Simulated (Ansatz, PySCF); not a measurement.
System: C3H5O2, charge 0, multiplicity 2. It need not be the lowest isomer of its formula. SMILES: [CH2]OC(C)=O
Geometry from a B3LYP-D3(BJ)/def2-TZVP (Ansatz, a first-principles code) optimisation:
```xyz
10

C     -1.8755    -0.3478     0.0199
O     -0.7943     0.4662     0.1589
C      0.4568    -0.0642    -0.0414
C      1.5059     0.9880     0.1578
O      0.6379    -1.2132    -0.3333
H     -2.8182     0.1393     0.1923
H     -1.7233    -1.3804    -0.2419
H      1.4391     1.3948     1.1679
H      1.3434     1.8130    -0.5373
H      2.4879     0.5534    -0.0039
```
Charge 0, spin multiplicity 2.

Wanted: atomisation energy (electronic, to ground-state atoms), in kcal/mol. Valence correlation only, unless marked. Open shells are spin-unrestricted. No spin-orbit coupling. Non-relativistic. The coupled-cluster limit lacks core correlation, which all-electron functionals hold. CBS(X,Y): correlation extrapolated as X^-3; Hartree-Fock from the larger set. [CCSD(T)-MP2]/basis is that difference in the basis named.

```csv
level,program,atomisation energy (kcal/mol),minus last row
HF/def2-TZVPD,PySCF,693.6,-285.3
SVWN5/def2-TZVPD,Ansatz,1150.1,171.2
BLYP-D4/def2-TZVPD,Ansatz + dftd4,988.2,9.3
B3LYP-D4/def2-TZVPD,Ansatz + dftd4,981.8,2.9
PBE0/def2-SVP,Ansatz,998.6,19.7
PBE0/def2-QZVPP,Ansatz,987.1,8.2
BHLYP-D4/def2-TZVPD,Ansatz + dftd4,941.0,-37.9
TPSSh-D4/def2-TZVPD,PySCF + dftd4,981.7,2.8
r2SCAN0/def2-TZVPD,Ansatz,966.1,-12.8
M06-2X/def2-TZVPD,PySCF,982.0,3.1
HSE06-D4/def2-TZVPD,Ansatz + dftd4,989.8,10.9
RPA@PBE/cc-pVQZ,Ansatz,918.8,-60.1
CCSD/cc-pVDZ,Ansatz,889.6,-89.3
"RI-MP2/CBS(cc-pVTZ,cc-pVQZ)+[CCSD(T)-MP2]/cc-pVDZ",Ansatz,981.0,2.1
"RI-MP2/CBS(cc-pVTZ,cc-pVQZ)+[CCSD(T)-MP2]/cc-pVTZ",Ansatz,978.9,0.0
```
